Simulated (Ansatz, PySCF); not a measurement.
Reaction (SMILES): C=N (CH3N) + H+ → C=[NH2+]
Each molecule is optimised on its own at B3LYP-D3(BJ)/def2-TZVP (Ansatz, a first-principles code).

Wanted: proton affinity (0 K, with B3LYP-D3(BJ) harmonic zero-point energies from PySCF), positive where the reaction releases energy, in kJ/mol. Cores are frozen in the correlated levels unless marked. No spin-orbit coupling. Non-relativistic unless marked X2C. CBS(X,Y): correlation extrapolated as X^-3; Hartree-Fock from the larger set.

```
level                                program  proton affinity (kJ/mol)
----------------------------  --------------  ------------------------
BLYP-D4/def2-TZVPD            Ansatz + dftd4                         ?
TPSS/def2-TZVPD                        PySCF                     867.5
TPSS-D3(BJ)/def2-TZVPD         PySCF + dftd3                     868.9
B97M-V/def2-TZVPD                     Ansatz                     859.1
PBE0-D4/def2-TZVPD            Ansatz + dftd4                         ?
LC-wPBE-D4/def2-TZVPD         Ansatz + dftd4                     873.1
CCSD/def2-TZVPP                       Ansatz                     872.1
X2C-CCSD(T)/cc-pVTZ-DK                Ansatz                         ?
CCSD(T)/CBS(cc-pVTZ,cc-pVQZ)          Ansatz                     863.0
```

Problem. What belongs in the gaps?

Solution. 
- BLYP-D4/def2-TZVPD, proton affinity (kJ/mol): 851.9
- PBE0-D4/def2-TZVPD, proton affinity (kJ/mol): 866.4
- X2C-CCSD(T)/cc-pVTZ-DK, proton affinity (kJ/mol): 869.5
